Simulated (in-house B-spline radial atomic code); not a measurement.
Configurations of Ru⁸⁺, with energies counted from [Ar] 3d10 4s2 4p6. Computed with an all-electron radial atomic-structure program (B-spline basis): Dirac-Hartree-Fock, average of configuration, Fermi nucleus of rms radius 4.4809 fm. Energies include first-order Breit, QED and recoil terms.

Occupations are held fixed; configurations that lie above the ionisation limit could autoionise.

```tsv
configuration	E - E(ref) (eV)	highest orbital	its <r> (bohr)
[Ar] 3d10 4s2 4p5 5d1	111.36	5d5/2	2.466
[Ar] 3d10 4s2 4p5 6d1	135.8	6d5/2	4.01
[Ar] 3d10 4s2 4p5 7s1	141.09	7s1/2	4.925
[Ar] 3d10 4s1 4p6 5g1	173.41	5g7/2	2.996
[Ar] 3d10 4s1 4p6 8p1	192.92	8p3/2	7.311
[Ar] 3d9 4s2 4p6 4f1	352.46	4f7/2	1.49
[Ar] 3d9 4s2 4p6 7p1	398.15	7p3/2	5.215
[Ar] 3d9 4s2 4p6 6f1	398.78	6f7/2	4.669
[Ne] 3s2 3p5 3d10 4s2 4p6 6g1	592.38	6g7/2	4.795
[Ne] 3s2 3p5 3d10 4s2 4p6 7d1	593.28	7d5/2	5.829
[Ne] 3s2 3p5 3d10 4s2 4p6 8f1	604.56	8f7/2	9.112
```

Order these further configurations by energy, lowest first.
A. [Ar] 3d10 4s1 4p6 4f1
B. [Ar] 3d9 4s2 4p6 7s1
C. [Ar] 3d10 4s2 4p5 6g1
D. [Ne] 3s2 3p5 3d10 4s2 4p6 8g1
E. [Ne] 3s2 3p5 3d10 4s2 4p6 6f1

A (138.48 eV), C (147.71 eV), B (395.2 eV), E (589.06 eV), D (605.91 eV).

How far above the reference does [Ne] 3s2 3p5 3d10 4s2 4p6 8s1 lie?

596.45 eV; its least bound orbital is 8s1/2 with <r> = 6.864 bohr.

How far above the reference does [Ar] 3d10 4s1 4p6 5f1 lie?

168.14 eV; its least bound orbital is 5f7/2 with <r> = 2.983 bohr.

How far above the reference does [Ar] 3d9 4s2 4p6 6p1 lie?

381.13 eV; its least bound orbital is 6p3/2 with <r> = 3.495 bohr.

One of these lies 183.2 eV from the reference. Which?
A. [Ar] 3d10 4s1 4p6 5p1
B. [Ar] 3d10 4s2 4p5 5g1
C. [Ar] 3d10 4s1 4p6 7p1
D. [Ne] 3s2 3p5 3d10 4s2 4p6 7s1

C.
